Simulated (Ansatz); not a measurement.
A nudged elastic band was laid between two geometries of CH$_{5}$BS$_{2}$ (9 atoms, charge 0, multiplicity 1).

All numbers below come from Ansatz, RKS BLYP-D4/6-31G*.

| Item | Value |
| --- | --- |
| movable images | 5 |
| climbing image | yes |
| spring | 5.0 eV/Å² |
| optimiser | quadratic models (default) |
| start path | IDPP |
| force threshold | 0.05 eV/Å |
| iteration limit | 60 |
| end points | relaxed |

Image 0:

```xyz
9
Properties=species:S:1:pos:R:3
B -1.282 1.245 0.530
S -0.971 0.154 -0.847
C 0.346 -1.020 -0.212
S 2.029 -0.308 0.037
H -2.108 2.094 0.351
H -0.695 1.113 1.566
H 0.379 -1.857 -0.922
H 0.036 -1.400 0.771
H 2.266 -0.022 -1.275
```

Image 6:

```xyz
9
Properties=species:S:1:pos:R:3
B -1.379 0.715 -0.960
S -0.770 0.799 0.710
C 0.415 -0.645 0.828
S 2.194 -0.177 0.961
H -2.165 1.560 -1.281
H -1.009 -0.146 -1.709
H 0.238 -1.307 -0.029
H 0.186 -1.185 1.757
H 2.289 0.386 -0.276
```

(1) Which bonds break or form, and what moves?

(2) Give the energies along the band, and the barrier.

(3) What is the geometry of the highest image?

(4) What are the harmonic wavenumbers there?

## Answers

(1) No bond is made or broken. The dihedral B1–S2–C3–S4 goes from -71 to 111°.

(2) The run converged. The highest image is number 2 of 0 to 6, 0.047 eV above the first end and 0.057 eV above the last; the last end lies 0.010 eV below the first. A vibrational analysis at the climbing image gives one clearly imaginary mode, 61i cm⁻¹: a first-order saddle point.

```csv
image,path coordinate (Å),energy (eV),dihedral B1–S2–C3–S4 (°)
0,0.00,0.000,-71
1,0.91,0.025,-42
2,1.83,0.047,-10
3,2.72,0.033,25
4,3.61,0.010,55
5,4.51,-0.005,83
6,5.40,-0.010,111
```

(3) 
```xyz
9
Properties=species:S:1:pos:R:3
B -0.994 1.495 0.074
S -1.289 -0.164 -0.489
C 0.178 -1.262 -0.022
S 1.723 -0.519 0.627
H -1.887 2.256 -0.173
H 0.007 1.821 0.637
H 0.387 -1.858 -0.920
H -0.176 -1.939 0.769
H 2.051 0.169 -0.503
```

(4) 61i, 213, 257, 327, 447, 572, 678, 735, 782, 815, 905, 956, 1159, 1176, 1241, 1440, 2574, 2592, 2698, 3023, 3081 cm⁻¹.

The run took 84 s on 1 CPU thread of a shared host.
